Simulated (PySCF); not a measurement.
SMILES [Br][Mg][Br] (Br2Mg), singlet at its PBE0/def2-SVP optimised geometry (Å):

```
3

Mg     0.0000     0.0000     0.0000
Br    -2.3412     0.0000    -0.0003
Br     2.3412     0.0000     0.0000
```

Level of theory: PBE0/def2-TZVP in PySCF 2.14.0. Cells within 0.4 Å of a nucleus heavier than hydrogen are left out (blank, or x).

Map of the electron localisation function on the plane z = 0.0 Å:

```
|0000000000000000000000000000000|
|0000000000000000000000000000000|
|0000000000000000000000000000000|
|0000000000000000000000000000000|
|0000000000000000000000000000000|
|0000000000000000000000000000000|
|0000000000000000000000000000000|
|0000001111000000000001111000000|
|0000123333210000000123333210000|
|0001356665432100012345666531000|
|0013678887665200025667888763100|
|0136899999886200026889999986310|
|0257999999996000006999999997520|
|0368994227993047403997224998630|
|1379944xx289129x921982xx4499731|
|147992xxx28914xxx41982xxx299741|
|1379944xx289129x921982xx4499731|
|0368994227993047403997224998630|
|0257999999996000006999999997520|
|0136899999886200026889999986310|
|0013678887665200025667888763100|
|0001356665432100012345666531000|
|0000123333210000000123333210000|
|0000001111000000000001111000000|
|0000000000000000000000000000000|
|0000000000000000000000000000000|
|0000000000000000000000000000000|
|0000000000000000000000000000000|
|0000000000000000000000000000000|
|0000000000000000000000000000000|
|0000000000000000000000000000000|
```
Scale: ten equal steps from 0.000 (start of '0') to 0.844 (end of '9'), in the order '0123456789'; x runs from -4.50 to 4.50, y from -4.50 (bottom) to 4.50 (top).
